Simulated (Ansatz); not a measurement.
Species: trihydroxy(propyl)silane, C$_{3}$H$_{10}$O$_{3}$Si (charge 0, singlet). 
Geometry from a B3LYP-D3(BJ)/def2-TZVP (Ansatz, a quantum-chemistry and plane-wave program) optimisation:
SMILES: CCC[Si](O)(O)O
```xyz
17

C     -3.1759    -0.9696     0.2614
C     -1.6675    -1.0150     0.0314
C     -0.9930     0.3533     0.2058
Si     0.8463     0.3475    -0.0398
O      1.5187     1.8359     0.1403
O      1.4435    -0.6677     1.1060
O      1.2773    -0.1079    -1.5696
H     -3.4036    -0.6286     1.2740
H     -3.6316    -1.9531     0.1286
H     -3.6573    -0.2793    -0.4355
H     -1.2143    -1.7329     0.7201
H     -1.4727    -1.3939    -0.9778
H     -1.4289     1.0753    -0.4930
H     -1.1984     0.7411     1.2091
H      1.8260     2.2706    -0.6591
H      2.3936    -0.6685     1.2495
H      1.0410    -0.9905    -1.8638
```
Charge 0, spin multiplicity 1.

Dipole moments at this geometry, in debye (magnitudes).

```
level                    program  dipole (D)
-----------------------  -------  ----------
SVWN5/def2-TZVPD          Ansatz        1.34
BLYP/def2-TZVPD           Ansatz        1.31
revPBE/def2-TZVPD         Ansatz        1.29
B97M-V/def2-TZVPD         Ansatz        1.31
r2SCANh/def2-TZVPD        Ansatz        1.35
r2SCAN0/def2-TZVPD        Ansatz        1.37
CAM-B3LYP/def2-TZVPD      Ansatz        1.38
LC-wPBE/def2-TZVPD        Ansatz  (withheld)
CCSD(T)/aug-cc-pV(D+d)Z   Ansatz  (withheld)
```

**Question.** Complete the blanks.

**Answer.** 
- LC-wPBE/def2-TZVPD, dipole (D): 1.38
- CCSD(T)/aug-cc-pV(D+d)Z, dipole (D): 1.35
